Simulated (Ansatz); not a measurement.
Species: sum formula SiHBr2, net charge -1, singlet state. It need not be the lowest isomer of its formula. Whether it binds its extra electron was not tested at this geometry. SMILES: [SiH-](Br)Br
Geometry: optimised at B3LYP-D3(BJ)/def2-TZVP (Ansatz, a program for electronic structure).

Parts of the frozen-core correlation energy in STO-3G (Ansatz, hartree). Frozen orbitals: 33; correlated occupied orbitals by spin: 10 and 10; virtual: 3 and 3. No spin-orbit coupling. Non-relativistic.

| term | value |
|---|---|
| reference (HF) | -5375.48925 |
| MP2 opposite-spin | -0.03387 |
| MP2 same-spin | -0.00183 |
| CCSD correlation | -0.04991 |
| (T) | -0.00062 |
| FCI minus CCSD(T) | -0.00012 |
| T1 diagnostic | 0.007 |
| largest doubles amplitude | 0.066 |
